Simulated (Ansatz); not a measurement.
Ideal-gas functions of Cl₂H₂SSi (`S[SiH](Cl)Cl`) at 400 K and 1 bar, from an Ansatz frequency run at PBE0-D4/def2-TZVP.

Molar mass 133.08 g/mol, point group C1 (symmetry number 1), electronic degeneracy 1, moments of inertia 205.706, 218.818, 394.834 u Å². Harmonic wavenumbers (cm⁻¹, unscaled): 138, 157, 208, 237, 476, 579, 588, 728, 799, 815, 2280, 2697.

Use S(trans) = R[1.5 ln M + 2.5 ln T − 1.1517]; rotational temperatures θ = 24.2544 K / I; S(rot) = R[ln(√π/σ · √(T³/θAθBθC)) + 1.5]; for each mode x = 1.438777 ν̃/T, S = R[x/(eˣ − 1) − ln(1 − e⁻ˣ)] and H = RT x/(eˣ − 1); 1 cm⁻¹ = 0.0119627 kJ/mol; R = 8.31446 J/(mol·K).

Problem. By hand: the entropy, in J/(mol·K).

Solution. Translation 176.0. Rotation: θ = 0.1179, 0.1108, 0.0614 K, giving 121.6. Vibration, mode by mode: 14.22, 13.18, 10.92, 9.89, 4.79, 3.57, 3.48, 2.34, 1.91, 1.83, 0.02, 0.01, in all 66.2. Electronic 0.0. Sum 363.8 J/(mol·K).

Problem. By hand: H − E and G − E in kJ/mol, counted from the electronic energy.

Solution. Zero-point energy ½ × 9702 × 0.0119627 = 58.0; thermal vibration 14.4; translation, rotation and pV give 4 RT = 13.3. H − E = 85.7 kJ/mol, and G − E = 85.7 − 400 × 363.8/1000 = -59.8 kJ/mol.

Vibration gives 18 % of the entropy, 14.2 J/(mol·K) of it from the mode under 150 cm⁻¹: soft modes count most, and the harmonic formula is weakest for them. The sum counts one conformer and one mirror image; others add a mixing term.
